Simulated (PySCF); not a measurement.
Compound: C₂H₂BrN₃.
SMILES with atom numbers: `[Br:1][c:2]1[n:3][cH:4][n:5][nH:6]1` (hydrogens: H7 on C4; H8 on N6)

Method: PBE0-D3(BJ)/def2-SVP geometry optimisation, gas phase (PySCF); density fitting, grid level 1; the optimiser is geomeTRIC in internal coordinates, started from a GFN2-xTB structure with every atom displaced at random (about 0.01 Å).

Step 2: E = -76593.3825 eV
```
atom  x, y, z in Å  |  force x, y, z in eV/Å
Br1     1.9938   -0.2051   -1.8830    0.136   0.022   0.202
C2      0.7475   -0.1689   -0.5059   -0.499   0.056  -0.239
N3      0.3740   -1.1566    0.2651   -0.169   0.106  -0.003
C4     -0.7048   -0.6295    0.9094    0.248  -0.116   0.208
N5     -1.0017    0.6138    0.5885    0.136  -0.127  -0.083
N6     -0.0718    0.8936   -0.3274    0.143   0.090  -0.038
H7     -1.2737   -1.1805    1.6571   -0.010  -0.016  -0.011
H8     -0.0347    1.8034   -0.7720    0.016  -0.015  -0.037
```

Step 3: E = -76593.4043 eV
```
atom  x, y, z in Å  |  force x, y, z in eV/Å
Br1     2.0470   -0.1998   -1.8235   -0.002   0.022   0.028
C2      0.6925   -0.1791   -0.5536    0.107  -0.165  -0.265
N3      0.3337   -1.1700    0.2214    0.174   0.065  -0.049
C4     -0.6937   -0.6343    0.9263    0.136   0.291  -0.323
N5     -0.9755    0.6136    0.6058   -0.404   0.332   0.197
N6     -0.0910    0.9017   -0.3537    0.051  -0.565   0.420
H7     -1.2460   -1.1808    1.6898   -0.016   0.039  -0.010
H8     -0.0383    1.8190   -0.7806   -0.046  -0.019   0.001
```

Step 4: E = -76593.4094 eV
```
atom  x, y, z in Å  |  force x, y, z in eV/Å
Br1     2.0648   -0.1829   -1.8088   -0.058  -0.009  -0.035
C2      0.6750   -0.1966   -0.5810    0.064   0.110   0.149
N3      0.3288   -1.1738    0.2129   -0.080  -0.060  -0.022
C4     -0.6882   -0.6216    0.9204   -0.167  -0.244   0.283
N5     -0.9782    0.6288    0.6229    0.143  -0.168  -0.165
N6     -0.0970    0.8832   -0.3470    0.115   0.376  -0.182
H7     -1.2369   -1.1662    1.6874    0.004  -0.013   0.022
H8     -0.0396    1.7994   -0.7748   -0.021   0.007  -0.049
```

Q: Estimate the geometry and energy of step 5. (The exact step hangs on the optimiser's Hessian estimate; all steps are aligned on step 4, rigid shifts and turns removed.)

A: E = -76593.4163 eV, largest force 0.065 eV/Å
```
atom  x, y, z in Å  |  force x, y, z in eV/Å
Br1     2.0473   -0.1883   -1.8276    0.017  -0.009   0.007
C2      0.6935   -0.1873   -0.5613   -0.044   0.007   0.047
N3      0.3365   -1.1694    0.2234    0.003  -0.056   0.000
C4     -0.6939   -0.6278    0.9227    0.037   0.008  -0.050
N5     -0.9821    0.6205    0.6102    0.014   0.013   0.018
N6     -0.0850    0.8915   -0.3416   -0.007   0.047   0.001
H7     -1.2485   -1.1731    1.6855    0.001   0.001  -0.005
H8     -0.0391    1.8040   -0.7795   -0.022  -0.009  -0.018
```

The energy changes by -0.0069 eV. The first-order estimate −F·Δx gives -0.0156 eV and the mean of the old and new forces, exact on a quadratic surface, -0.0074 eV. The step makes an angle of 63° with the force vector and moves no atom by more than 0.029 Å.

What follows is the cost of the whole optimisation. Hardware: an Arm Neoverse V2 with one thread, no GPU, shared host with 192 logical CPUs at a one-minute load of 54. Cost: 39 s wall, 0.48 GiB resident at most.
